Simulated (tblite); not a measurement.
C₆H₁₂P (charge +1).
SMILES: `C1C[P@H+]2CC[C@@H]1C2`

Computed with GFN2-xTB (tblite): harmonic, unscaled wavenumbers at the GFN2-xTB geometry, gas phase. The method is semi-empirical: single wavenumbers can be off by several per cent or more. Modes of hydrogen on phosphorus can be 10 to 20 % off.

Harmonic wavenumbers (cm⁻¹): 112.3, 230.0, 345.7, 352.1, 462.5, 492.7, 625.9, 665.6, 667.5, 736.0, 749.1, 797.4, 831.2, 862.2, 875.3, 893.4, 895.4, 943.4, 946.5, 982.0, 995.1, 1040.0, 1048.4, 1104.9, 1117.8, 1139.5, 1173.0, 1183.7, 1189.6, 1192.3, 1258.1, 1274.8, 1300.5, 1315.7, 1403.0, 1412.3, 1419.0, 1475.5, 1490.5, 2378.3, 2970.2, 2973.8, 2982.9, 2983.8, 2999.8, 3000.5, 3005.4, 3011.1, 3014.1, 3027.5, 3029.8.

A = 2801, B = 2779, C = 2200 MHz; mass 115.068 u (most abundant isotopes); point group Cs, symmetry number 1.

Q: Zero-point energy?

A: ½Σν̃ = 36189 cm⁻¹ = 103.47 kcal/mol.

Q: What is S at 200 K and 1 bar for an ideal gas of classical rigid rotors and harmonic oscillators?

A: Translation 38.18, rotation 26.14, vibration 6.21: S = 70.5 cal/(mol K).

Q: And Cp and H(200 K) − H(0)?

A: Cp = 19.01 cal/(mol K), of which vibrations give 11.06 (their classical limit is 51 R = 101.3); H(200 K) − H(0) = 2.40 kcal/mol without the zero-point energy, 0.81 from vibrations.

Q: How do the functions run with temperature in this model?

A: 
```
 T (K)  S (cal/(mol K))  Cp (cal/(mol K))  H − H(0) (kcal/mol)  G − H(0) (kcal/mol)  ln q(vib)
   150             65.8              14.6                 1.56                -8.30       0.64
   250             75.3              24.4                 3.48               -15.36       1.65
298.15             80.1              30.1                 4.79               -19.10       2.27
   400             90.7              41.9                 8.47               -27.79       3.82
   600            111.3              59.7                18.75               -48.00       7.50
   900            138.8              76.0                39.32               -85.63      13.49
```

q(vib) and H(0) count from the zero-point level.

Q: Blend soft modes into free rotors: weight 1/[1 + (100 cm⁻¹/ν̃)⁴] for the oscillator and the rest for a rotor with moment μB/(μ + B), μ = h/(8π²ν), B = 10⁻⁴⁴ kg m². What vibrational entropy results?

A: 6.19 cal/(mol K) in place of 6.21, which changes −T·S at 200 K by 0.00 kcal/mol.

Q: Which modes carry the vibrational entropy at 200 K?

A: 112.3 cm⁻¹: 2.46; 230.0 cm⁻¹: 1.20; 345.7 cm⁻¹: 0.62; 352.1 cm⁻¹: 0.60; 462.5 cm⁻¹: 0.32; 492.7 cm⁻¹: 0.27 cal/(mol K); the other 45 give 0.74 together.

Q: What must be added to the electronic energy to get the Gibbs energy at 200 K and 1 bar?

A: ZPE + [H(200 K) − H(0)] − T·S = 103.47 + 2.40 − 14.11 = 91.76 kcal/mol.

Hindered rotation and anharmonicity are outside this model.
